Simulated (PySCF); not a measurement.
**[Sm(NH3)]2+ relaxed at several levels**

Computed with PySCF 2.14.0, def2-SVP on the ligands, density fitting, scalar-relativistic core potentials, no spin-orbit coupling, vacuum. Each row is relaxed at its own level from the same template. Distances are means of the shortest metal–ligand contacts, charges and spins Mulliken's; removal energies are rigid, with the ligand's formal charge and no counterpoise, so too large; for an anion taken off a cation in vacuum most of it is the attraction of opposite charges, and multiply charged cations can part far more cheaply with an electron moved from ligand to metal. lcecp potentials hold a fixed number of 4f electrons in the core, out of states, spins and gaps.

```json
{"level": "PBE0", "basis on the metal": "lcecp-0-SVP with ECP52", "point group": "C3v", "M–NH3 (Å)": "2.599", "charge on M (e)": "1.72", "removal of one NH3 (eV)": "2.63", "unstable modes (below −25 cm⁻¹)": "0"}
```

**Question.** What does the calculation give for r2SCAN, lcecp-0-SVP with ECP52?

**Answer.** point group: C3v, M–NH3 (Å): 2.613, charge on M (e): 1.73, removal of one NH3 (eV): 2.57, unstable modes (below −25 cm⁻¹): not given.
```xyz
5

Sm    0.0000    0.0000   -0.2249
N     0.0000    0.0000    2.3879
H     0.9310    0.0000    2.8320
H    -0.4655    0.8062    2.8320
H    -0.4654   -0.8062    2.8320
```

One start shape was tried for each, so a minimum needn't be the lowest isomer.
